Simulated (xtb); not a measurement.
C3H4N2, quintet, at a GFN2-xTB geometry of the parent state (a higher spin typed on purpose: for a closed-shell molecule this is an excited state); xtb with GFN1-xTB.

The xtb input:
```
$ xtb mol.xyz --gfn 1 --chrg 0 --uhf 4 --json

# file mol.xyz
9

C     -0.87926852    -0.76339748     0.04858548
C     -0.96202246     0.56432664    -0.25421761
N      0.31805837     1.03809943    -0.18491635
C      1.10334047    -0.01349464     0.15238088
N      0.41157672    -1.10582153     0.29859860
H     -1.66205207    -1.49245763     0.10269600
H     -1.79241603     1.19152933    -0.50441862
H      0.61008633     1.98662468    -0.35368542
H      2.16463922     0.06375122     0.27913983
```

Output, abridged:

```
   ID    Z sym.   atoms
    1    6 C      1, 2, 4
    2    7 N      3, 5
    3    1 H      6-9

           -------------------------------------------------
          |                Calculation Setup                |
           -------------------------------------------------

           -------------------------------------------------
          |                 G F N 1 - x T B                 |
           -------------------------------------------------

          ...................................................
          :                      SETUP                      :
          :.................................................:
          :  # basis functions                  28          :
          :  # atomic orbitals                  28          :
          :  # shells                           18          :
          :  # electrons                        26          :
          :  # halogen bonds                     0          :
          :  max. iterations                   250          :
          :  Hamiltonian                  GFN1-xTB          :
          :  restarted?                      false          :
          :  GBSA solvation                  false          :
          :  PC potential                    false          :
          :  electronic temp.          300.0000000     K    :
          :  accuracy                    1.0000000          :
          :  -> integral cutoff          0.2500000E+02      :
          :  -> integral neglect         0.1000000E-07      :
          :  -> SCF convergence          0.1000000E-05 Eh   :
          :  -> wf. convergence          0.2000000E-04 e    :
          :  Broyden damping             0.4000000          :
          :  net charge                          0          :
          :  unpaired electrons                  4          :
          ...................................................

 iter      E             dE          RMSdq      gap      omega  full diag
   1    -14.6334706 -0.146335E+02  0.913E+00    1.81       0.0  T
   2    -14.6499314 -0.164608E-01  0.557E+00    1.77       1.0  T
   3    -14.5745506  0.753808E-01  0.259E+00    2.74       1.0  T
   4    -14.6520002 -0.774496E-01  0.625E-01    1.99       1.0  T
   5    -14.6546196 -0.261944E-02  0.297E-01    2.08       1.0  T
   6    -14.6554259 -0.806320E-03  0.702E-02    2.19       1.0  T
   7    -14.6554552 -0.292802E-04  0.171E-02    2.22       2.0  T
   8    -14.6554556 -0.388498E-06  0.105E-02    2.22       3.2  T
   9    -14.6554563 -0.757021E-06  0.397E-03    2.21       8.4  T
  10    -14.6554565 -0.114604E-06  0.174E-03    2.22      19.2  T
  11    -14.6554565 -0.221738E-07  0.253E-04    2.22     131.6  T
  12    -14.6554565 -0.566681E-09  0.651E-05    2.22     511.7  T
  13    -14.6554565 -0.121751E-10  0.242E-05    2.22    1379.4  T

   *** convergence criteria satisfied after 13 iterations ***

         :::::::::::::::::::::::::::::::::::::::::::::::::::::
         ::                     SUMMARY                     ::
         :::::::::::::::::::::::::::::::::::::::::::::::::::::
         :: total energy             -14.449737678764 Eh    ::
         :: gradient norm              0.302455062704 Eh/a0 ::
         :: HOMO-LUMO gap              2.215910694865 eV    ::
         ::.................................................::
         :: SCC energy               -14.655456473266 Eh    ::
         :: -> electrostatic           0.017261565618 Eh    ::
         :: repulsion energy           0.208384130613 Eh    ::
         :: dispersion energy         -0.002665336112 Eh    ::
         :: halogen bond corr.         0.000000000000 Eh    ::
         :: add. restraining           0.000000000000 Eh    ::
         :: total charge              -0.000000000000 e     ::
         :::::::::::::::::::::::::::::::::::::::::::::::::::::

           -------------------------------------------------
          |                Property Printout                |
[...]
       ...           ...                  ...                  ...
         3        2.0000           -0.6419745             -17.4690
         4        2.0000           -0.6168588             -16.7856
         5        2.0000           -0.6016792             -16.3725
         6        2.0000           -0.5843737             -15.9016
         7        2.0000           -0.5326808             -14.4950
         8        2.0000           -0.5176638             -14.0863
         9        2.0000           -0.5144222             -13.9981
        10        2.0000           -0.4976413             -13.5415
        11        1.9301           -0.4433749             -12.0648
        12        1.0699           -0.4384561             -11.9310
        13        1.0000           -0.4029628             -10.9652
        14        1.0000           -0.2232170              -6.0740
        15        1.0000           -0.1960950              -5.3360 (HOMO)
        16                         -0.1146618              -3.1201 (LUMO)
        17                         -0.0994772              -2.7069
        18                         -0.0853723              -2.3231
        19                         -0.0804336              -2.1887
        20                          0.1469316               3.9982
        21                          0.2330305               6.3411
        22                          0.2433191               6.6210
        23                          0.3123761               8.5002
        24                          0.3358304               9.1384
        25                          0.3710938              10.0980
        26                          0.4091391              11.1332
       ...                                ...                  ...
        28                          0.6922133              18.8361
      -------------------------------------------------------------
                  HL-Gap            0.0814332 Eh            2.2159 eV
             Fermi-level           -0.2981469 Eh           -8.1130 eV

  Mulliken/CM5 charges         n(s)   n(p)   n(d)
     1C     0.04188  0.06927   1.001  2.957  0.000
     2C     0.02264  0.04373   0.997  2.980  0.000
     3N    -0.29614 -0.65600   1.406  3.890  0.000
     4C     0.15978  0.25994   0.933  2.907  0.000
     5N    -0.23741 -0.42496   1.526  3.712  0.000
     6H     0.02974  0.09575   0.970  0.000  0.000
     7H     0.03136  0.09652   0.969  0.000  0.000
     8H     0.22522  0.41890   0.775  0.000  0.000
     9H     0.02292  0.09685   0.977  0.000  0.000

Wiberg/Mayer (AO) data.
largest (>0.10) Wiberg bond orders for each atom

 ---------------------------------------------------------------------------
     #   Z sym  total        # sym  WBO       # sym  WBO       # sym  WBO
 ---------------------------------------------------------------------------
     1   6 C    3.232 --     5 N    1.205     6 H    0.967     2 C    0.946
     2   6 C    3.257 --     3 N    1.198     7 H    0.970     1 C    0.946
     3   7 N    3.193 --     2 C    1.198     4 C    0.995     8 H    0.913
     4   6 C    3.251 --     5 N    1.114     3 N    0.995     9 H    0.970
     5   7 N    2.505 --     1 C    1.205     4 C    1.114
     6   1 H    1.002 --     1 C    0.967
     7   1 H    0.997 --     2 C    0.970
     8   1 H    0.952 --     3 N    0.913
     9   1 H    1.002 --     4 C    0.970
 ---------------------------------------------------------------------------

Topologies differ in total number of bonds
Writing topology from bond orders to xtbtopo.mol

 dipole moment from electron density (au)
     X       Y       Z
   0.1028   0.9383  -0.1922  total (Debye):    2.448

           -------------------------------------------------
          | TOTAL ENERGY              -14.449737678764 Eh   |
          | GRADIENT NORM               0.302455062704 Eh/α |
          | HOMO-LUMO GAP               2.215910694865 eV   |
           -------------------------------------------------

normal termination of xtb
```
